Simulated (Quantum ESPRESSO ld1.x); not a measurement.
Species: Rh5+. Configuration: [Kr] 4d4 (the NIST ground configuration). All-electron calculation, Dirac Kohn-Sham, PBE, spin-unpolarised, spherical densities, point nucleus; open shells fill j = l - 1/2 first. Program: ld1.x of Quantum ESPRESSO 7.5.

Spin-orbit splittings of the eigenvalues, e(l+1/2) - e(l-1/2), with zeta = 2 splitting/(2l+1) and mean radii in bohr:

shell  occ.  splitting (eV)  zeta (eV)  <r> j=l-1/2  <r> j=l+1/2
2p        6           144.6      96.40       0.1203       0.1252
3p        6           24.91      16.61       0.3828       0.3935
3d       10           4.919      1.967       0.3679       0.3713
4p        6           4.226      2.817        1.021        1.047
4d        4          0.5850     0.2340        1.251        1.260
